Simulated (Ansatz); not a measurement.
Reaction (redistribution): `[SeH][CH]1[CH2][GeH2]1` + `C[SiH2]C=N` → `N=C[SiH2][SeH]` + `C[CH]1[CH2][GeH2]1`

Computed with Ansatz on PBE0-D4/def2-TZVP structures; ΔE is electronic, products minus reactants. CCSD(T)/CBS is the MP2 limit (def2-TZVPP, def2-QZVPP) plus CCSD(T) − MP2 in def2-TZVPP, frozen cores. Functionals use def2-TZVPP. For Ge, Se outer-core shells are correlated without core-valence functions, which leaves a few kJ/mol of doubt a bond. Scalar relativity is left out up to krypton. One conformer a species, not always the lowest.

```
                 species  PBE energy (Eh)
`[SeH][CH]1[CH2][GeH2]1`      -4557.56269
            `C[SiH2]C=N`       -424.37789
        `N=C[SiH2][SeH]`      -2786.32412
    `C[CH]1[CH2][GeH2]1`      -2195.64137
```

Problem. Work out ΔE.

Solution. ΔE = (-2786.32412) + (-2195.64137) − (-4557.56269) − (-424.37789) = -0.02491 Eh = -0.68 eV. CCSD(T)/CBS gives -0.69 eV.

Largest T1 diagnostic among the species: 0.012.

In def2-TZVPP, CCSD(T) changes the Hartree–Fock value by +0.10 eV (the triples alone add +0.02 eV) and MP2 by +0.10 eV.
